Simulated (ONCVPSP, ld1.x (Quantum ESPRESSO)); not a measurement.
## Pseudopotentials across the periodic table

Generated with ld1.x 7.5 (TM, RRKJ, ultrasoft, PAW), atompaw 4.2 or ONCVPSP 4.0.1. The cutoff is in Ry: for ld1.x and atompaw files where the sum of valence levels is converged to 10 mRy in a Bessel basis, for ONCV files where the hardest occupied wave has 1 mHa per electron of residual kinetic energy. The error is the largest all-electron minus pseudo excitation energy over each file’s own four to seven test configurations (ionisations up to +4, promotions, holes and added fractions of an electron), all of which were solved. The labels leave out finer settings (local radius, basis sizes, second energies), which also bear on the numbers. Spin-polarised tests are not counted. The rows are a selection from randomly drawn settings: files with unsolved tests, undetermined cutoffs or missed reference levels are left out.

A true bound ghost makes a file unfit for plane-wave use even where its test errors are small: the radial tests pick states by their node count and pass the ghost by.

```tsv
element	potential	cutoff (Ry)	largest error (meV)	bound ghosts
Te	TM semilocal, LDA (PZ), scalar-relativistic, rc 1.85/2.35/1.85 (spd), local d, core correction yes, reference 5s1.75 5p4.25	30	-69	none
Cs	TM semilocal, LDA (PZ), scalar-relativistic, rc 4.20/3.95/3.75 (spd), local s, core correction no, reference 5d0 6s1 6p0	6	+102	none
Ba	ONCV, PBE, fully relativistic, rc 2.40/3.05/2.35 (spd), local smoothed, core correction yes, reference 5s2 5p6 6s1.5, qcut 4.7/4.7/4.6, projectors 2/3/2	16	-14	none
La	ONCV, PBE, scalar-relativistic, rc 2.85/1.90/3.95/3.35 (spdf), local smoothed, core correction yes, reference 5s2 5p6 5d1.5 6s1.5, qcut 4.2/4.6/3.9/3.6, projectors 2/2/1/2	25	+62	none
Lu	PAW, PBE, scalar-relativistic, rc 1.70/2.00/2.58 (spd), local smoothed, core correction yes, reference 5s2 5p6 5d1 6s1.5 6p0	21	-265	none
Bi	TM, PBE, scalar-relativistic, rc 1.95/2.15/1.60 (spd), local s, core correction yes, reference 6s2 6p0	30	-197	d
```

**Question.** Fill in the row for Ba: ONCV, PW91, fully relativistic, rc 3.00/2.50/2.50 (spd), local d, core correction yes, reference 5s2 5p6 6s1.75 6p0.25, qcut 3.9/6.2/4.1, projectors 2/2/0.

**Answer.** cutoff 21 Ry, largest error -16 meV, bound ghosts: none.
